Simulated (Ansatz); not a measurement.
Ansatz (an electronic-structure program) input (CCSD(T)/aug-cc-pV(D+d)Z):
A basis named .json is the Basis Set Exchange file of that set.

Ansatz 0.2 input:
```yaml
crystal:
  periodic: [false, false, false]
  atoms:
    - {symbol: Si, position_ang: [-0.01469801, -0.50408292, -0.01115471]}
    - {symbol: O, position_ang: [-0.14847962, 1.01906834, 0.01640263]}
    - {symbol: H, position_ang: [1.39360918, -1.09538579, 0.02494486]}
basis:
  gaussian:
    orbitals: aug-cc-pV_D+d_Z.json
magnetization: {spin_polarized: true, initial_magnetization: 1}
correlation: {method: ccsd_t, electrons: outside_noble_gas}
output: {forces: true}
```

Output:

```
Functional definition: HF
integrals: 0.06 GiB planned
650 factors; integrals over basis functions are off by at most 6.3e-4 eV
mean field: 0.13 GiB planned
mean field evaluation 1: about -9909.2013 eV, gradient 3.3e1 eV
mean field evaluation 2: about -9909.2021 eV, gradient 3.3e1 eV
mean field evaluation 4: about -9914.1180 eV, gradient 2.7e0 eV
mean field evaluation 8: about -9914.2233 eV, gradient 3.8e-3 eV
mean field evaluation 16: about -9914.2202 eV, gradient 2.2e-1 eV
mean field evaluation 32: about -9910.9363 eV, gradient 3.1e-5 eV
mean field evaluation 64: about -9912.0693 eV, gradient 1.1e1 eV
mean field evaluation 96: about -9914.1898 eV, gradient 1.6e0 eV
mean field evaluation 128: about -9910.3358 eV, gradient 1.3e1 eV
mean field evaluation 160: about -9911.1434 eV, gradient 1.5e-1 eV
mean field evaluation 192: about -9910.9358 eV, gradient 1.1e-1 eV
mean field evaluation 224: about -9910.3463 eV, gradient 1.6e1 eV
mean field evaluation 256: about -9910.9036 eV, gradient 1.5e-1 eV
mean field evaluation 288: about -9910.0760 eV, gradient 4.1e0 eV
mean field evaluation 320: about -9911.5737 eV, gradient 1.6e-3 eV
mean field evaluation 352: about -9910.7024 eV, gradient 2.1e0 eV
mean field evaluation 384: about -9912.0760 eV, gradient 2.0e-6 eV
mean field evaluation 416: about -9910.9363 eV, gradient 4.3e-4 eV
mean field evaluation 448: about -9911.1424 eV, gradient 2.5e-1 eV
mean field evaluation 480: about -9903.7310 eV, gradient 4.3e1 eV
mean field evaluation 512: about -9912.0760 eV, gradient 1.0e-3 eV
mean field evaluation 544: about -9914.2233 eV, gradient 3.5e-3 eV
mean field evaluation 576: about -9910.6940 eV, gradient 2.5e0 eV
mean field evaluation 608: about -9912.1942 eV, gradient 2.3e0 eV
mean field -9914.22334350 eV, -364.3409877716 hartree, gradient 7.2e-6 eV, S^2 0.774046; 15 other end points of the search recorded, 0 dependent functions left out
determinant -9914.22334350 eV, -364.3409877716 hartree, with singles and doubles -9922.36391292 eV, -364.6401481798 hartree
determinant -9912.30923600 eV, -364.2706456186 hartree, with singles and doubles -9919.48722284 eV, -364.5344317695 hartree
determinant -9912.07604240 eV, -364.2620759119 hartree, with singles and doubles -9919.21243165 eV, -364.5243333793 hartree
determinant -9911.57372710 eV, -364.2436161648 hartree, with singles and doubles -9919.34759747 eV, -364.5293006316 hartree
determinant -9911.14473944 eV, -364.2278511593 hartree, with singles and doubles -9919.62194048 eV, -364.5393825512 hartree
determinant -9910.93628068 eV, -364.2201904412 hartree, with singles and doubles -9917.71005979 eV, -364.4691222320 hartree
determinant -9910.90471343 eV, -364.2190303662 hartree, with singles and doubles -9917.78094345 eV, -364.4717271583 hartree
6 core orbitals not correlated
reference -9914.22334350 eV, -364.3409877716 hartree; 6, 5 occupied and 52, 53 virtual orbitals, 650 factors
densities: 0.29 GiB planned
second order -7.88083501 eV of doubles, -0.00000000 eV of singles
coupled cluster: 0.22 GiB planned
cycle   1  -8.11966572 eV  change   -1.8e-1 eV  update   2.1e-2
cycle   2  -8.13602280 eV  change   -1.6e-2 eV  update   5.9e-3
cycle   3  -8.13527719 eV  change    7.5e-4 eV  update   3.6e-3
cycle   4  -8.13735556 eV  change   -2.1e-3 eV  update   1.7e-3
cycle   5  -8.13761046 eV  change   -2.5e-4 eV  update   1.1e-3
cycle   6  -8.13813418 eV  change   -5.2e-4 eV  update   6.3e-4
cycle   7  -8.13807744 eV  change    5.7e-5 eV  update   3.0e-4
cycle   8  -8.13813915 eV  change   -6.2e-5 eV  update   1.1e-4
cycle   9  -8.13810724 eV  change    3.2e-5 eV  update   4.6e-5
cycle  10  -8.13809979 eV  change    7.5e-6 eV  update   2.0e-5
cycle  11  -8.13809178 eV  change    8.0e-6 eV  update   9.5e-6
cycle  12  -8.13809061 eV  change    1.2e-6 eV  update   4.1e-6
cycle  13  -8.13809035 eV  change    2.5e-7 eV  update   1.8e-6
cycle  14  -8.13808999 eV  change    3.7e-7 eV  update   9.1e-7
cycle  15  -8.13809039 eV  change   -4.0e-7 eV  update   4.5e-7
perturbative correction -0.35421955 eV, -0.0130173285 hartree
the calculation of the forces begins
Total energy: -9922.71565344 eV, -364.6530744057 hartree
Atom 0 at    -0.014698    -0.504083    -0.011155 Å, force     0.165134    -1.388326    -0.023628 eV/Å
Atom 1 at    -0.148480     1.019068     0.016403 Å, force    -0.204127     1.484456     0.024313 eV/Å
Atom 2 at     1.393609    -1.095386     0.024945 Å, force     0.038993    -0.096130    -0.000685 eV/Å
Dipole moment:     0.107515    -0.665134    -0.010340 e Å
```

It need not be the lowest isomer of its formula.
